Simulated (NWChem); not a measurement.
# disiloxane (Si2H6O); SMILES [SiH3]O[SiH3]

Program: NWChem. The geometry was optimised at PBE0/def2-SVP. Level: PBE0/def2-SVP with SMD (1 M gas to 1 M solution), gas-phase geometry. Reactions with the solvent are ignored.

**Question.** What does the run give for solvent n-hexane? Quantities: solvation free energy (kcal/mol); cavity-dispersion-structure term (kcal/mol); dipole in solution (D).

**Answer.** solvation free energy (kcal/mol): -0.9
cavity-dispersion-structure term (kcal/mol): -0.6
dipole in solution (D): 0.43
